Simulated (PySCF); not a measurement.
A species of formula GeH7NSSi has this rotational fingerprint, computed with PBE0-D3(BJ)/def2-SVP geometry optimisation, gas phase (PySCF 2.14.0):

```
Rotational constants : A = 4376, B = 1733, C = 1342 MHz
Dipole components    : |μa| = 2.15 D, |μb| = 1.96 D, |μc| = 0.20 D
Inertial defect      : -30.63 u·Å²
κ                    : -0.74
```

Question: Which structure is it? (One computed conformer of each.)
A. `[SiH3:1][NH:2][GeH2:3][SH:4]` with Si1–N2–Ge3–S4 -62°, N2–Ge3–S4–H -64°
B. `[NH2:1][GeH2:2][S:3][SiH3:4]` with H–N1–Ge2–S3 -77° and 150°, N1–Ge2–S3–Si4 -35°

Answer: B. It is [NH2][GeH2][S][SiH3], an asymmetric top, point group C1. The candidates at the same level (rigid rotor, commonest isotopes):

```csv
SMILES,A (MHz),B (MHz),C (MHz),μa (D),μb (D),μc (D),Δ (u·Å²),point group,rotor
[NH2][GeH2][S][SiH3],4376,1733,1342,2.15,1.96,0.20,-30.63,C1,asymmetric top
[SiH3][NH][GeH2][SH],4223,1488,1178,0.40,1.25,1.62,-30.28,C1,asymmetric top
```

`[SiH3][NH][GeH2][SH]` has B 14 % too low. No structure here is proved a minimum.
